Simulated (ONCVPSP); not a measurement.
# Tc (Z = 43): excitation energies, all-electron against ONCV

| Property | Result |
| --- | --- |
| Element | Tc (Z = 43) |
| Generator | ONCVPSP 4.0.1 |
| Type | optimised norm-conserving Vanderbilt (ONCV) |
| Functional | PBE |
| Relativity | scalar-relativistic |
| Frozen core | [Kr] |
| Valence charge | 7 |
| Reference configuration | 4d5 5s1 (charge +1) |
| Partial waves | 5s: rc 2.45 bohr, ncon 4, nbas 9, qcut 2.4 1/bohr, 2 projectors, debl 0.5 Ha; p scattering state at 0.2 Ha: rc 2.25 bohr, ncon 3, nbas 7, qcut 3.1 1/bohr, 2 projectors, debl 0.4 Ha; 4d: rc 1.40 bohr, ncon 3, nbas 6, qcut 7.9 1/bohr, 2 projectors, debl 1.8 Ha |
| Local potential | polynomial inside 1.20 bohr (lpopt 5, dvloc0 6 Ha) |
| Core correction | Teter function, fcfact 2.25, rcfact 1.65 |

In the p channel the program set the typed energies aside and used 0.050, 0.450 Ha.

Energies are relative to the spin-unpolarised reference configuration 4d5 5s1; without spin polarisation the order of configurations can differ from experiment.

```csv
valence configuration,charge,ΔE all-electron (eV),error AE − PS (meV)
4d5 5s2,0,-8.154,-42
4d5 5s0,+2,14.852,-78
4d4 5s0,+3,43.557,-268
4d5 5s1.5,+0.5,-4.871,-13
```

Note: ghosts flagged at negative energy: s at -41.5 eV, p at -48.7 eV; GHOST(+) flagged for p at 78.2 eV. A true bound ghost makes a file unfit for plane-wave use.
